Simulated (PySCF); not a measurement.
PySCF input file for 1-bromocyclobutene (C₄H₅Br), SMILES C1=C(CC1)Br, PBE-D3(BJ)/def2-SVP. The structure is a stationary point at PBE-D3(BJ)/def2-SVP.

```python
import numpy as np
from pyscf import gto, scf, dft, df
from pyscf.hessian import thermo

mol = gto.M(
    atom='''
    Br    0.00423898   -1.35522017   -0.00000000
    C    -0.06187330    0.52584946    0.00000000
    C    -1.07403251    1.42332430    0.00000000
    C    -0.10549057    2.59626773    0.00000000
    C     1.05713879    1.54085060    0.00000000
    H    -2.16990322    1.34554861   -0.00000001
    H    -0.13709228    3.24203650   -0.90333323
    H    -0.13709228    3.24203650    0.90333322
    H     1.70063452    1.54266587   -0.90385859
    H     1.70063451    1.54266587    0.90385859
    ''',
    basis='def2-SVP',
    charge=0,
    spin=0,
    max_memory=1600,
    verbose=3,
)
mf = dft.RKS(mol, xc='pbe').density_fit(auxbasis='def2-universal-jkfit')
mf.disp = 'd3bj'
mf.grids.level = 3
mf.conv_tol = 1e-11
mf.max_cycle = 100
mf.kernel()

# [left out here: the lines that compute and print the analytic Hessian (its translational invariance restored by hand, since the grid's response is missing), thermochemistry and intensities]
```

Program output:

```
converged SCF energy = -2728.52631930421

WARN: DFTD3 does not support analytical Hessian, using finite difference


WARN: Mole.unit (angstrom) is changed to Bohr

Mode                                 0                   1                   2
Irrep
Freq [cm^-1]                      195.1970            260.9861            376.4683
Reduced mass [au]                   2.3541              3.9820              7.5558
Force const [Dyne/A]                0.0528              0.1598              0.6309
Char temp [K]                     280.8450            375.5009            541.6541
Normal mode                   x     y     z       x     y     z       x     y     z
       0  Br                 0.00  0.00  0.02   -0.03 -0.01  0.00   -0.01  0.07 -0.00
       1   C                -0.00  0.00 -0.13    0.15  0.01 -0.00    0.04 -0.07  0.00
       2   C                -0.00  0.00 -0.10    0.07 -0.09 -0.00    0.00 -0.13 -0.00
       3   C                 0.00  0.00  0.13   -0.06  0.01  0.00   -0.01 -0.12  0.00
       4   C                -0.00 -0.00 -0.07    0.06  0.14 -0.00    0.02 -0.09 -0.00
       5   H                -0.00  0.00 -0.11    0.08 -0.21  0.00    0.01 -0.19 -0.00
       6   H                 0.01  0.24  0.30   -0.13  0.01 -0.00   -0.02 -0.12  0.00
       7   H                -0.01 -0.24  0.30   -0.13  0.01  0.00   -0.02 -0.12 -0.00
       8   H                -0.07  0.12 -0.12    0.06  0.22 -0.00    0.02 -0.09 -0.00
       9   H                 0.07 -0.12 -0.12    0.06  0.22  0.00    0.02 -0.09  0.00
Mode                                 3                   4                   5
Irrep
Freq [cm^-1]                      385.1655            736.5562            839.2935
Reduced mass [au]                   2.0542              1.2325              6.2824
Force const [Dyne/A]                0.1795              0.3940              2.6074
Char temp [K]                     554.1675           1059.7403           1207.5565
Normal mode                   x     y     z       x     y     z       x     y     z
       0  Br                -0.00  0.00  0.01    0.00  0.00 -0.00    0.00 -0.01  0.00
       1   C                 0.00 -0.00 -0.20   -0.00  0.00  0.08   -0.02  0.14 -0.00
       2   C                -0.00 -0.00  0.08   -0.00 -0.00 -0.07   -0.15  0.00  0.00
       3   C                -0.00 -0.00 -0.01    0.00 -0.00 -0.05    0.02 -0.12 -0.00
       4   C                 0.00 -0.00  0.03   -0.00  0.00 -0.04    0.13  0.04 -0.00
       5   H                 0.00 -0.00  0.36   -0.00  0.00  0.54   -0.15  0.01 -0.00
       6   H                -0.02 -0.09 -0.08   -0.02  0.34  0.19    0.04 -0.11  0.00
       7   H                 0.02  0.09 -0.08    0.02 -0.34  0.19    0.04 -0.11 -0.00
       8   H                 0.28  0.11  0.23    0.24 -0.16  0.13    0.12  0.05 -0.01
       9   H                -0.28 -0.11  0.23   -0.24  0.16  0.13    0.12  0.05  0.01
Mode                                 6                   7                   8
Irrep
Freq [cm^-1]                      844.2306            889.9129            913.8804
Reduced mass [au]                   1.1743              2.4584              1.5989
Force const [Dyne/A]                0.4931              1.1471              0.7868
Char temp [K]                    1214.6598           1280.3866           1314.8704
Normal mode                   x     y     z       x     y     z       x     y     z
       0  Br                -0.00 -0.00 -0.00   -0.00  0.00  0.00    0.00  0.00  0.00
       1   C                -0.00  0.00  0.01   -0.03 -0.08  0.00   -0.01 -0.04  0.00
       2   C                -0.00  0.00 -0.10    0.01 -0.01 -0.00    0.08  0.08 -0.00
       3   C                -0.00 -0.00  0.04    0.11 -0.11  0.00   -0.09 -0.09  0.00
       4   C                 0.00  0.00  0.04   -0.10  0.11 -0.00    0.06 -0.02 -0.00
       5   H                -0.00  0.00  0.63   -0.01  0.23  0.00    0.05  0.60 -0.00
       6   H                 0.27 -0.19 -0.11    0.18 -0.11  0.01   -0.32 -0.09  0.00
       7   H                -0.27  0.19 -0.11    0.18 -0.10 -0.01   -0.32 -0.09 -0.00
       8   H                -0.25  0.13 -0.14   -0.10  0.31  0.00    0.05  0.05 -0.01
       9   H                 0.25 -0.13 -0.14   -0.10  0.31 -0.00    0.05  0.05  0.01
Mode                                 9                  10                  11
Irrep
Freq [cm^-1]                      990.7587           1042.9876           1105.7363
Reduced mass [au]                   1.7808              1.1586              3.5800
Force const [Dyne/A]                1.0299              0.7426              2.5789
Char temp [K]                    1425.4812           1500.6269           1590.9083
Normal mode                   x     y     z       x     y     z       x     y     z
       0  Br                 0.00  0.00  0.00   -0.00 -0.00 -0.00   -0.00 -0.01 -0.00
       1   C                -0.00  0.00  0.08    0.00  0.00  0.05    0.13  0.13  0.00
       2   C                -0.00 -0.00 -0.08   -0.00  0.00  0.06    0.05  0.05 -0.00
       3   C                 0.00  0.00  0.11   -0.00 -0.00 -0.06   -0.07 -0.08 -0.00
       4   C                 0.00 -0.00 -0.12    0.00 -0.00 -0.04   -0.11 -0.03  0.00
       5   H                -0.00 -0.00 -0.02   -0.00 -0.00 -0.14    0.06  0.07  0.00
       6   H                -0.17 -0.30 -0.10    0.36  0.16  0.04    0.22 -0.11 -0.03
       7   H                 0.17  0.30 -0.10   -0.36 -0.16  0.04    0.22 -0.11  0.03
       8   H                 0.30  0.18  0.10    0.10  0.50  0.03   -0.16 -0.14 -0.02
       9   H                -0.30 -0.18  0.10   -0.10 -0.50  0.03   -0.16 -0.14  0.02
Mode                                12                  13                  14
Irrep
Freq [cm^-1]                     1111.4595           1133.6961           1166.9832
Reduced mass [au]                   1.1596              1.5138              1.5256
Force const [Dyne/A]                0.8440              1.1463              1.2241
Char temp [K]                    1599.1428           1631.1363           1679.0290
Normal mode                   x     y     z       x     y     z       x     y     z
       0  Br                 0.00  0.00 -0.00    0.00 -0.00 -0.00   -0.00  0.00 -0.00
       1   C                -0.00 -0.00  0.02   -0.03 -0.00  0.00    0.03 -0.06  0.00
       2   C                -0.00 -0.00 -0.03    0.03  0.09 -0.00   -0.05 -0.07 -0.00
       3   C                 0.00  0.00 -0.07   -0.07 -0.01 -0.00   -0.11  0.06 -0.00
       4   C                 0.00  0.00  0.08    0.03 -0.12  0.00    0.05 -0.00  0.00
       5   H                -0.00  0.00  0.12    0.06 -0.34  0.00   -0.09  0.47  0.00
       6   H                -0.49  0.09  0.01    0.16  0.00 -0.00    0.42  0.11  0.01
       7   H                 0.49 -0.09  0.01    0.16  0.00  0.00    0.42  0.11 -0.01
       8   H                -0.15  0.38 -0.02    0.01  0.48 -0.01    0.08  0.02  0.02
       9   H                 0.15 -0.38 -0.02    0.01  0.48  0.01    0.08  0.02 -0.02
Mode                                15                  16                  17
Irrep
Freq [cm^-1]                     1236.2651           1384.8336           1407.8714
Reduced mass [au]                   2.4038              1.0820              1.1783
Force const [Dyne/A]                2.1646              1.2226              1.3760
Char temp [K]                    1778.7102           1992.4672           2025.6135
Normal mode                   x     y     z       x     y     z       x     y     z
       0  Br                -0.00 -0.00  0.00   -0.00 -0.00  0.00   -0.00 -0.00  0.00
       1   C                 0.09  0.07 -0.00    0.01 -0.00  0.00    0.03  0.00 -0.00
       2   C                -0.06 -0.09  0.00   -0.00 -0.00  0.00   -0.02  0.03 -0.00
       3   C                 0.09  0.07 -0.00    0.01 -0.05 -0.00    0.01 -0.07 -0.00
       4   C                -0.05 -0.12  0.00    0.06 -0.00 -0.00   -0.07 -0.01  0.00
       5   H                -0.10  0.34 -0.00   -0.01  0.01 -0.00   -0.01 -0.04  0.00
       6   H                -0.21  0.02 -0.02   -0.02  0.36  0.28   -0.04  0.37  0.30
       7   H                -0.21  0.02  0.02   -0.02  0.36 -0.28   -0.04  0.37 -0.30
       8   H                -0.05  0.26  0.01   -0.40 -0.00 -0.30    0.34 -0.00  0.27
       9   H                -0.05  0.26 -0.01   -0.40 -0.00  0.30    0.34 -0.00 -0.27
Mode                                18                  19                  20
Irrep
Freq [cm^-1]                     1607.2909           2975.7527           2993.6479
Reduced mass [au]                   6.7613              1.0576              1.0594
Force const [Dyne/A]               10.2913              5.5178              5.5938
Char temp [K]                    2312.5337           4281.4455           4307.1928
Normal mode                   x     y     z       x     y     z       x     y     z
       0  Br                 0.00 -0.00 -0.00    0.00 -0.00 -0.00   -0.00 -0.00 -0.00
       1   C                -0.15  0.13  0.00   -0.00  0.00  0.00   -0.00  0.00  0.00
       2   C                 0.13 -0.14  0.00   -0.00 -0.00  0.00    0.00 -0.00  0.00
       3   C                -0.01 -0.01 -0.00    0.00 -0.06  0.00    0.00 -0.01  0.00
       4   C                -0.00 -0.01  0.00    0.01  0.00  0.00   -0.07  0.00 -0.00
       5   H                 0.16  0.12 -0.00    0.02 -0.00  0.00    0.01  0.00  0.00
       6   H                 0.05  0.06  0.05   -0.02  0.38 -0.57   -0.00  0.04 -0.06
       7   H                 0.05  0.06 -0.05   -0.02  0.38  0.57   -0.00  0.04  0.06
       8   H                 0.05  0.05  0.04   -0.04 -0.00  0.06    0.38  0.00 -0.57
       9   H                 0.05  0.05 -0.04   -0.04 -0.00 -0.06    0.38  0.00  0.57
Mode                                21                  22                  23
Irrep
Freq [cm^-1]                     3033.3839           3054.2715           3159.4892
Reduced mass [au]                   1.1105              1.1090              1.1016
Force const [Dyne/A]                6.0204              6.0956              6.4788
Char temp [K]                    4364.3640           4394.4167           4545.8015
Normal mode                   x     y     z       x     y     z       x     y     z
       0  Br                -0.00 -0.00  0.00    0.00  0.00 -0.00    0.00 -0.00  0.00
       1   C                 0.00 -0.00 -0.00    0.00 -0.00  0.00   -0.01  0.01 -0.00
       2   C                 0.00  0.00  0.00   -0.00 -0.00  0.00    0.09  0.00 -0.00
       3   C                -0.00  0.00  0.09    0.00  0.00  0.02   -0.00 -0.00  0.00
       4   C                 0.00 -0.00 -0.02   -0.00  0.00  0.09   -0.00 -0.00  0.00
       5   H                -0.00 -0.00 -0.00    0.00  0.00 -0.00   -0.95 -0.06  0.00
       6   H                -0.02  0.38 -0.53   -0.01  0.08 -0.11    0.00  0.01 -0.01
       7   H                 0.02 -0.38 -0.53    0.01 -0.08 -0.11    0.00  0.01  0.01
       8   H                -0.08 -0.00  0.11    0.38  0.00 -0.53    0.01 -0.00 -0.00
       9   H                 0.08  0.00  0.11   -0.38 -0.00 -0.53    0.01 -0.00  0.00
temperature 298.1500 [K]
pressure 101325.00 [Pa]
Rotational constants [GHz] 12.22214 1.62709 1.46331
Symmetry number 1
Zero-point energy (ZPE) 0.07483 [Eh]   196463.415 [J/mol]
                           tot       elec      trans        rot        vib
Entropy [J/mol/K]       312.334      0.000    169.736    112.149     30.449
Cv [J/mol/K]             74.029      0.000     12.472     12.472     49.086
Cp [J/mol/K]             82.344      0.000     20.786     12.472     49.086
Internal energy [J/mol]                      3718.434   3718.434 202313.891
Internal energy [Eh]   -2728.44643  -2728.52632
Enthalpy [J/mol]                             6197.391   3718.434 202313.891
Enthalpy [Eh]          -2728.44549
Gibbs free energy [J/mol]                  -44409.283 -29718.859 193235.507
Gibbs free energy [Eh] -2728.48095
static polarisability / bohr^3: [[54.991 -3.989 -0.   ]
 [-3.99  83.359 -0.   ]
 [-0.    -0.    39.047]]
largest difference of analytic and finite-field dipole derivatives / e: 0.0014727525278377396
mode   freq/cm-1   IR/(km/mol)   Raman/(A^4/amu)   depolarisation
   1      195.20         1.391             0.024            0.750
   2      260.99         0.980             2.897            0.749
   3      376.47         6.859             8.914            0.318
   4      385.17         8.893             1.959            0.750
   5      736.56        13.497             0.275            0.750
   6      839.29        66.697             4.773            0.218
   7      844.23         9.391             5.221            0.750
   8      889.91         2.401             5.586            0.392
   9      913.88         5.525             9.809            0.738
  10      990.76         0.306             2.191            0.750
  11     1042.99         1.541             7.381            0.750
  12     1105.74        19.299             2.800            0.340
  13     1111.46         0.122             7.413            0.750
  14     1133.70         1.811             7.873            0.583
  15     1166.98         8.150            10.234            0.120
  16     1236.27        43.227             2.038            0.634
  17     1384.83         1.285            30.125            0.738
  18     1407.87         1.609            20.739            0.348
  19     1607.29        45.305            24.807            0.119
  20     2975.75        37.547           254.561            0.191
  21     2993.65        21.267           173.763            0.085
  22     3033.38         9.486           138.760            0.750
  23     3054.27        13.847           100.385            0.750
  24     3159.49         2.871           121.897            0.290
max |gradient| / (hartree/bohr): 4.244465083560572e-05
APT charges: [-0.2919  0.3987 -0.1367  0.0151  0.0132  0.0645 -0.0291 -0.0291 -0.0024
 -0.0024]
```

The calculation finished and met its thresholds.

Cost: roughly 6 core-minutes.
